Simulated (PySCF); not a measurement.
Species: C4H7F3O2P (charge -1).
Atom-mapped SMILES: `[CH3:1][P@:2](=[O:3])([O-:4])[CH2:5][CH2:6][C:7]([F:8])([F:9])[F:10]` (hydrogens: H11, H12, H13 on C1; H14, H15 on C5; H16, H17 on C6)

The same species was optimised twice, with GFN2-xTB and with PBE0-D3(BJ)/def2-SVP (PySCF), and the same property calculations (PySCF, gas phase) were run on both structures.

```
     coordinate  GFN2-xTB  PBE0-D3(BJ)/def2-SVP  change
      P2–O4 (Å)     1.489                 1.514  +0.025
      P2=O3 (Å)     1.489                 1.514  +0.025
      P2–C5 (Å)     1.888                 1.867  -0.021
      C1–P2 (Å)     1.862                 1.845  -0.017
      C6–C7 (Å)     1.502                 1.494  -0.008
     C7–F10 (Å)     1.356                 1.348  -0.008
      C7–F9 (Å)     1.349                 1.345  -0.004
      C7–F8 (Å)     1.349                 1.345  -0.004
      C5–C6 (Å)     1.514                 1.517  +0.003
   P2–C5–C6 (°)     102.2                 106.0    +3.8
   O3–P2–O4 (°)     119.1                 122.9    +3.8
   C1–P2–C5 (°)      99.2                 102.5    +3.3
   C1–P2–O4 (°)     110.4                 108.6    -1.8
   O4–P2–C5 (°)     107.9                 106.2    -1.7
   O3–P2–C5 (°)     108.0                 106.2    -1.8
   C1–P2–O3 (°)     110.2                 108.6    -1.6
   C5–C6–C7 (°)     113.6                 115.3    +1.7
C1–P2–C5–C6 (°)       180                  -178      +2
P2–C5–C6–C7 (°)       180                  -178      +2
C5–C6–C7–F8 (°)       -60                   -60       0
```

Rotational constants: A = 2369, B = 520.6, C = 514.9 MHz (GFN2-xTB) against A = 2370, B = 513.1, C = 511.9 MHz (PBE0-D3(BJ)/def2-SVP). Atoms that the bonding makes alike are paired by their places after alignment.

On the GFN2-xTB structure: HOMO (eV) -2.26 [PBE0/pcSseg-1]; LUMO (eV) 5.28 [PBE0/pcSseg-1]; GIAO shielding of C1 (ppm) 164.1 [PBE0/pcSseg-1]; GIAO shielding of P2 (ppm) 324.6 [PBE0/pcSseg-1]; GIAO shielding of O3 (ppm) 183.2 [PBE0/pcSseg-1]; GIAO shielding of O4 (ppm) 183.3 [PBE0/pcSseg-1]; GIAO shielding of C5 (ppm) 156.2 [PBE0/pcSseg-1]; GIAO shielding of C6 (ppm) 155.6 [PBE0/pcSseg-1]; GIAO shielding of C7 (ppm) 44.7 [PBE0/pcSseg-1]; GIAO shielding of F8/F9/F10 (mean) (ppm) 258.0 [PBE0/pcSseg-1].

**Question.** What do these properties become on the PBE0-D3(BJ)/def2-SVP structure?

**Answer.** 
| property | level | on GFN2-xTB | on PBE0-D3(BJ)/def2-SVP | change |
| --- | --- | --- | --- | --- |
| HOMO (eV) | PBE0/pcSseg-1 | -2.26 | -2.24 | +0.02 |
| LUMO (eV) | PBE0/pcSseg-1 | 5.28 | 5.26 | -0.02 |
| energy, GFN2-xTB geometry as zero (kcal/mol) | PBE0/pcSseg-1 | 0.0 | -2.5 | -2.5 |
| GIAO shielding of C1 (ppm) | PBE0/pcSseg-1 | 164.1 | 162.7 | -1.4 |
| GIAO shielding of P2 (ppm) | PBE0/pcSseg-1 | 324.6 | 313.9 | -10.7 |
| GIAO shielding of O3 (ppm) | PBE0/pcSseg-1 | 183.2 | 175.0 | -8.2 |
| GIAO shielding of O4 (ppm) | PBE0/pcSseg-1 | 183.3 | 175.0 | -8.3 |
| GIAO shielding of C5 (ppm) | PBE0/pcSseg-1 | 156.2 | 155.4 | -0.8 |
| GIAO shielding of C6 (ppm) | PBE0/pcSseg-1 | 155.6 | 154.9 | -0.7 |
| GIAO shielding of C7 (ppm) | PBE0/pcSseg-1 | 44.7 | 46.8 | +2.1 |
| GIAO shielding of F8/F9/F10 (mean) (ppm) | PBE0/pcSseg-1 | 258.0 | 262.1 | +4.1 |

The heavy atoms differ by 0.052 Å rms after alignment (one structure mirrored). Among bonds between heavy atoms P2=O3 and P2–O4 change most and about equally (+0.025 Å). Changes are differences of the printed values. Neither structure is proved a minimum here. Isolated species at its PBE0-D3(BJ)/def2-SVP geometry (one conformer only).

The values belong to the conformer `[CH3:1][P@:2](=[O:3])([O-:4])[CH2:5][CH2:6][C:7]([F:8])([F:9])[F:10]`: C1–P2–C5–C6 -178°, P2–C5–C6–C7 -178°, C5–C6–C7–F8 -60°.
